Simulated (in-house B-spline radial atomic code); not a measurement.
RPA and G0W0 on CAM-B3LYP: Sn IV (Sn3+)

Configuration [Kr] 4d10 5s1, highest spin, mean-field start CAM-B3LYP. Computed with an all-electron radial atomic-structure program (B-spline basis): all electrons, non-relativistic, point nucleus, each spin shell either full or empty, empty states to l = 9 with an (l + 1/2)⁻⁴ tail; G0W0 by contour deformation at full frequency.

Without relativity these are model numbers: it shifts the levels of so heavy an element strongly and can reorder them.

Command:
```bash
python run_gw.py task.json out
```
Settings (radii: box in bohr, nucleus in fm):
```
Z                        50
electrons                47
configuration            [Kr] 4d10 5s1
hamiltonian              nr
method                   camb3lyp
lmax                     9
spin_polarised           True
box_radius               14.14
intervals                53
ion_configuration        [Kr] 4d10
```

Cost of the run: 6.4 s on 1 thread of Arm Neoverse V2 (shared host).

Energies (hartree):

| term | value |
| --- | --- |
| mean-field total | -6023.77942 |
| Hartree-Fock functional on these orbitals | -6021.14569 |
| direct second order | -4.0113 |
| second-order exchange | 1.1092 |
| SOSEX correction | 1.0377 |

Q: What is the RPA correlation energy, and what remains with SOSEX?

A: RPA gives -3.5568 hartree (-2.06 eV per electron); RPA + SOSEX gives -2.5192, and the second-order doubles -2.902 hartree (no singles). RPA lacks exchange-type terms and so overcorrelates at short range.

Quasi-particle levels (eV):

```json
{"level": "5s up", "occupied": "yes", "mean field": "-37.59", "Σx - vxc": "-0.50", "Σc": "?", "QP weight": "?", "G0W0": "?"}
{"level": "4d down", "occupied": "yes", "mean field": "-60.14", "Σx - vxc": "-5.69", "Σc": "0.49", "QP weight": "0.942", "G0W0": "-65.35"}
{"level": "4d up", "occupied": "yes", "mean field": "-60.36", "Σx - vxc": "-5.76", "Σc": "0.61", "QP weight": "0.864", "G0W0": "-65.51"}
{"level": "5s down", "occupied": "no", "mean field": "-31.66", "Σx - vxc": "4.56", "Σc": "-2.39", "QP weight": "0.957", "G0W0": "-29.484"}
```

G0W0 = mean field + (Σx - vxc) + Σc, with Σc (partial-wave tail included) taken at the quasi-particle energy. Only the outer levels were computed. Levels of low weight are left out.

Q: Where does G0W0 put 5s up?

A: At -39.90 eV, with Σc = -1.82 eV and a quasi-particle weight of 0.970. The tabulated removal energy is 40.74 ± 0.04 eV (NIST, measured); the calculation leaves out relativity, Breit and QED terms, and what these don't explain is the method's own error.

Q: What does it cost to remove one electron (to [Kr] 4d10) by differences of total energies, each species on its own start (correlation terms add to the Hartree-Fock functional)?

A: CAM-B3LYP 39.84 eV, Hartree-Fock functional 37.81 eV, + RPA 39.62 eV, + RPA + SOSEX 39.04 eV, + second order 39.82 eV. Tabulated: 40.74 ± 0.04 eV (NIST, measured); the calculation leaves out relativity, Breit and QED terms, and what these don't explain is the method's own error.
